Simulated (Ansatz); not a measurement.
Basis sets compared for BeMe(SiH3) (CH6BeSi). Charge 0, multiplicity 1. Geometry r2SCAN-D4/def2-TZVP. Ansatz on 4 threads of Intel Xeon on a shared host; times are rough, and most runs start from earlier orbitals.

Cartesian coordinates in Å:
```
Be -0.1952 0.1894 0.0767
C -1.3006 1.3752 0.4959
H -0.8107 2.2842 0.8651
H -1.9879 1.0488 1.2852
H -1.9234 1.6805 -0.3534
Si 1.2665 -1.3460 -0.4819
H 0.6282 -2.6343 -0.8849
H 2.2057 -1.6747 0.6314
H 2.1174 -0.9231 -1.6341
```

Binding counts from free atoms (Be singlet, C triplet, H doublet, Si triplet) in the same basis, without a counterpoise term.

```json
{"level": "PBE-D4/def2-SVP", "functions": "71", "energy (Eh)": "-345.5466", "HOMO (eV)": "-6.51", "LUMO (eV)": "-1.68", "binding per atom (eV)": "3.23", "wall time": "1.2 s"}
{"level": "PBE-D4/def2-TZVP", "functions": "123", "energy (Eh)": "-345.7110", "HOMO (eV)": "-6.51", "LUMO (eV)": "-1.71", "binding per atom (eV)": "3.22", "wall time": "2.5 s"}
{"level": "r2SCAN-D4/def2-TZVP", "functions": "123", "energy (Eh)": "-345.8921", "HOMO (eV)": "-6.75", "LUMO (eV)": "-1.41", "binding per atom (eV)": "3.24", "wall time": "3.8 s"}
{"level": "PBE0-D4/def2-SVP", "functions": "71", "energy (Eh)": "-345.5974", "HOMO (eV)": "-7.71", "LUMO (eV)": "-0.91", "binding per atom (eV)": "3.22", "wall time": "1.4 s"}
{"level": "PBE0-D4/def2-TZVP (with forces)", "functions": "123", "energy (Eh)": "-345.7589", "HOMO (eV)": "-7.67", "LUMO (eV)": "-0.91", "binding per atom (eV)": "3.21", "wall time": "3.4 s"}
```

(1) Estimate the rows for PBE-D4/def2-TZVPD, r2SCAN-D4/def2-TZVPD, PBE0-D4/def2-TZVPD.

Results:

(1) 
| level | functions | energy (Eh) | HOMO (eV) | LUMO (eV) | binding per atom (eV) | wall time |
| --- | --- | --- | --- | --- | --- | --- |
| PBE-D4/def2-TZVPD | 156 | -345.7121 | -6.53 | -1.75 | 3.23 | 3.2 s |
| r2SCAN-D4/def2-TZVPD | 156 | -345.8928 | -6.76 | -1.43 | 3.24 | 4 s |
| PBE0-D4/def2-TZVPD | 156 | -345.7597 | -7.67 | -0.96 | 3.21 | 3.5 s |
